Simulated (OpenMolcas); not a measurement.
C II: RASPT2 settings compared

```yaml
Program: OpenMolcas
Basis: ANO-L-VQZP [5s4p3d2f]
Scalar_Hamiltonian: non-relativistic, point nucleus
Active_space: 3 electrons in 9 orbitals (RAS2 2s 2p; RAS3 3d, at most 2 electrons)
State_averaging: 2S+1 = 4 odd, 1 root; 2S+1 = 2 odd, 8 roots kept (CI in the orbitals of an earlier block); 2S+1 = 4 even, 3 roots; 2S+1 = 2 even, 9 roots kept (CI in the orbitals of an earlier block)
Spin-orbit_coupling: RASSI with atomic mean-field integrals over the reference wave functions, term energies averaged over their components
```

Methods on the same reference wave functions:
A. RASSCF
B. SS-RASPT2, IPEA 0.75 Eh, imaginary shift 0.4 Eh (closed shells correlated: 1s)
C. SS-RASPT2, IPEA 0.15 Eh, real shift 0.2 Eh (closed shells correlated: none)
D. XMS-RASPT2, IPEA 0.75 Eh, sigma2 regulariser 0.2 Eh (closed shells correlated: none)

Energies in cm⁻¹ above 2s² 2p ²P°_1/2, the measured ground level; measured values from NIST Handbook of Basic Atomic Spectroscopic Data.

```json
{"Level": "2s² 2p ²P°_1/2", "A": "0.0", "B": "0.0", "C": "0.0", "D": "0.0", "Measured": "0.0"}
{"Level": "2s² 2p ²P°_3/2", "A": "58.1", "B": "58.1", "C": "58.1", "D": "58.1", "Measured": "63.4"}
{"Level": "2s 2p² ⁴P_1/2", "A": "37518", "B": "41950", "C": "42200", "D": "43470", "Measured": "43003"}
{"Level": "2s 2p² ⁴P_3/2", "A": "37538", "B": "41970", "C": "42220", "D": "43490", "Measured": "43025"}
{"Level": "2s 2p² ⁴P_5/2", "A": "37573", "B": "42000", "C": "42250", "D": "43530", "Measured": "43054"}
{"Level": "2s 2p² ²D_3/2", "A": "74132", "B": "75080", "C": "75310", "D": "76430", "Measured": "74933"}
{"Level": "2s 2p² ²D_5/2", "A": "74133", "B": "75080", "C": "75310", "D": "76430", "Measured": "74930"}
{"Level": "2s 2p² ²S_1/2", "A": "101702", "B": "99170", "C": "96600", "D": "100640", "Measured": "96494"}
{"Level": "2s 2p² ²P_1/2", "A": "112417", "B": "111590", "C": "112240", "D": "113470", "Measured": "110624"}
{"Level": "2s 2p² ²P_3/2", "A": "112458", "B": "111630", "C": "112290", "D": "113510", "Measured": "110666"}
```

Deviations, from unrounded energies. A percentage is the sum of absolute deviations over the sum of measured energies, with the sign that they share, or ± where signs differ.

| Against measurement | Levels | A | B | C | D |
| --- | --- | --- | --- | --- | --- |
| mean absolute deviation (cm-1) | 9 | 3000 | 900 | 720 | 1600 |
| fine structure of the ground term (%) | 1 | -8.4 | -8.4 | -8.4 | -8.4 |
| other configurations (%) | 8 | ±4.5 | ±1.4 | ±1.1 | +2.4 |

C lies closest to measurement on these levels and A furthest from it. The largest miss of C in the table is 2s 2p² ²P_1/2, by +1600 cm-1. The ranking rests on the paired levels alone, and a cruder setting can come out closer through cancelling errors.

Among B to D the level of the table that moves most is 2s 2p² ²S_1/2, by 4000 cm-1 (lowest in C, highest in D). Moves below CASPT2's spread within the term are not significant.

The lowest spin-free term lies below A's lowest term by 0.035 hartree in B, 0.029 hartree in C, 0.035 hartree in D.

Term energies are means over components that CASPT2 splits; among the terms shown or strongly mixed into the levels shown the widest spread is 68 cm-1 (2s² 2p ²P°, D). Over all roots computed the reference weight is 0.94 to 1.00 in C; the roots of lowest weight are the least certain, and an intruder state may touch them. Terms from blocks run as CI alone lack orbitals of their own. Active for correlation alone: 3d; no level in the range computed is led by a configuration that fills it, so any true level of that kind is missing. Without dynamic correlation excited terms often stand tens of per cent too high (terms of higher spin than the ground term too low), and those without a measured partner can miss by more than the paired ones (holds for A). Measured partners are found by configuration, term and J. A level has none where our copy of the source lacks it or the pairing is in doubt (some pairs that miss far off the trend of their configuration count as doubtful), and it then counts in no deviation. Only configurations of the active space appear. The table leaves out levels that lie high or whose names do not pair safely across all columns.

° marks odd parity.
